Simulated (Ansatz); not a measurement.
Reaction (redistribution): `C[Si](C)(F)BF` + `F[CH2][AlH2]` → `C[Si](C)(F)[AlH2]` + `FBCF`

Gas-phase electronic energies from Ansatz, PBE0-D4/def2-TZVP geometries. CCSD(T)/CBS adds triple-zeta CCSD(T) − MP2 to the extrapolated MP2 energy (def2 sets, frozen cores). DFT in def2-TZVPP. Each species was taken in one conformer, which may not be the lowest.

```
         level  ΔE (kJ/mol)
        PBE-D4        -47.0
CCSD/CBS(def2)        -41.9
```

What does CCSD(T)/CBS give? (Best estimate.)

Ansatz gave: -41.7 kJ/mol. The listed levels differ from it by -5.3, -0.2 kJ/mol.

Largest T1 diagnostic among the species: 0.012.
